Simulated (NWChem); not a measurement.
The numbers come from NWChem runs, not from measurements. System: OTe, charge 0, spin multiplicity 3, at a geometry optimised with UPBE0/def2-SVP with def2 effective core potentials on Te. The structure started from a generated list of species. Its SCF solution wasn't tested for a lower state. Level: UHF/def2-TZVP with def2 effective core potentials on Te.

Input file:

```
start mol
memory heap 200 mb stack 900 mb global 1100 mb
geometry units angstroms nocenter noautoz
  O      0.000000     0.000000     1.603772
  Te     0.000000     0.000000    -0.246734
  symmetry group C2v
end
basis spherical
  * library def2-tzvp
end
ecp
  Te library def2-ecp
end
scf
  uhf
  nopen 2
  maxiter 100
  thresh 1e-7
  semidirect memsize 60000000 filesize 0
  # guess.movecs holds the orbitals of an unrestricted PBE0 run
  vectors input guess.movecs output mol.movecs
end
task scf energy
```

Part of the output:

```
             Northwest Computational Chemistry Package (NWChem) 7.3.0
             --------------------------------------------------------

                                NWChem Input Module
                                -------------------

 Scaling coordinates for geometry "geometry" by  1.889725989
 (inverse scale =  0.529177249)

 Turning off AUTOSYM since
 SYMMETRY directive was detected!

                             Geometry "geometry" -> ""
                             -------------------------

 Output coordinates in angstroms (scale by  1.889725989 to convert to a.u.)

  No.       Tag          Charge          X              Y              Z
 ---- ---------------- ---------- -------------- -------------- --------------
    1 O                    8.0000     0.00000000     0.00000000     1.60377200
    2 Te                  52.0000     0.00000000     0.00000000    -0.24673400

 Effective nuclear repulsion energy (a.u.)     118.9608331904

            Nuclear Dipole moment (a.u.)
            ----------------------------
        X                 Y               Z
 ---------------- ---------------- ----------------
     0.0000000000     0.0000000000     0.0000151178

      Symmetry information
      --------------------

 Group name             C2v
 Group number             16
 Group order               4
 No. of unique centers     2

      Symmetry unique atoms

     1    2


 Summary of "ao basis" -> "" (spherical)
 ------------------------------------------------------------------------------
       Tag                 Description            Shells   Functions and Types
 ---------------- ------------------------------  ------  ---------------------
 *                         def2-tzvp                  on all atoms

 Summary of "ao basis" -> "ao basis" (spherical)
 ------------------------------------------------------------------------------
       Tag                 Description            Shells   Functions and Types
 ---------------- ------------------------------  ------  ---------------------
 O                         def2-tzvp                11       31   5s3p2d1f
[...]
    51      0.506533  2 Te py                48      0.334782  2 Te py
    13     -0.323586  1 O  py                42     -0.305806  2 Te py
    45      0.250955  2 Te py                 7     -0.241972  1 O  py
    10     -0.202392  1 O  py

 Vector   18  Occ=0.000000D+00  E= 8.392700D-02  Symmetry=a1
              MO Center=  1.9D-16,  1.1D-15, -3.4D-01, r^2= 5.1D+00
   Bfn.  Coefficient  Atom+Function         Bfn.  Coefficient  Atom+Function
  ----- ------------  ---------------      ----- ------------  ---------------
    52      1.066569  2 Te pz                 5     -0.636928  1 O  s
    37      0.511059  2 Te s                 14      0.254965  1 O  pz
     8      0.176194  1 O  pz                11      0.167592  1 O  pz
    46      0.163416  2 Te pz                33      0.156465  2 Te s
    43     -0.156890  2 Te pz

 center of mass
 --------------
 x =   0.00000000 y =   0.00000000 z =  -0.08289590

 moments of inertia (a.u.)
 ------------------
         174.153390426011           0.000000000000           0.000000000000
           0.000000000000         174.153390426011           0.000000000000
           0.000000000000           0.000000000000           0.000000000000

  Mulliken analysis of the total density
  --------------------------------------

    Atom       Charge   Shell Charges
 -----------   ------   -------------------------------------------------------
    1 O    8     8.55   0.79  1.18  0.60  0.99  0.35  1.73  1.92  0.96  0.00  0.02  0.00
    2 Te  24    23.45   0.28 -0.84  1.56  1.00  1.11  0.79 -0.51  6.46  1.00  1.86  0.51  9.10  0.92  0.14  0.05  0.00

  Mulliken analysis of the alpha density
  --------------------------------------

    Atom       Charge   Shell Charges
 -----------   ------   -------------------------------------------------------
    1 O    8     4.66   0.40  0.59  0.32  0.51  0.16  1.10  1.15  0.43  0.00  0.01  0.00
    2 Te  24    12.34   0.14 -0.42  0.78  0.50  0.56  0.39 -0.26  3.24  0.66  1.30  0.35  4.54  0.47  0.07  0.02  0.00

   Mulliken analysis of the beta density
   -------------------------------------

    Atom       Charge   Shell Charges
 -----------   ------   -------------------------------------------------------
    1 O    8     3.89   0.40  0.59  0.28  0.48  0.19  0.62  0.77  0.54  0.00  0.01  0.00
    2 Te  24    11.11   0.14 -0.42  0.78  0.50  0.54  0.41 -0.25  3.22  0.34  0.56  0.17  4.56  0.45  0.08  0.03  0.00

   Mulliken analysis of the spin density
   -------------------------------------

    Atom       Charge   Shell Charges
 -----------   ------   -------------------------------------------------------
    1 O    8     0.78   0.00 -0.00  0.03  0.03 -0.03  0.48  0.39 -0.11 -0.00 -0.01 -0.00
    2 Te  24     1.22  -0.00  0.00 -0.00 -0.00  0.02 -0.02 -0.01  0.02  0.31  0.74  0.18 -0.02  0.02 -0.01 -0.01 -0.00

       Multipole analysis of the density wrt the origin
       ------------------------------------------------

     L   x y z        total         alpha         beta         nuclear
     -   - - -        -----         -----         ----         -------
     0   0 0 0      0.000000    -17.000000    -15.000000     32.000000

     1   1 0 0      0.000000      0.000000      0.000000      0.000000
     1   0 1 0      0.000000      0.000000     -0.000000      0.000000
     1   0 0 1     -1.416652     -7.708906     -6.763032     13.055285

     2   2 0 0    -22.972656    -13.682422     -9.290234      0.000000
     2   1 1 0      0.000000      0.000000      0.000000      0.000000
     2   1 0 1      0.000000      0.000000      0.000000      0.000000
     2   0 2 0    -22.972656    -13.682422     -9.290234      0.000000
     2   0 1 1     -0.000000     -0.000000      0.000000      0.000000
     2   0 0 2    -26.170373    -57.022148    -47.846416     78.698190

 Task  times  cpu:        2.5s     wall:        2.5s

 Total times  cpu:        2.6s     wall:        2.6s
```
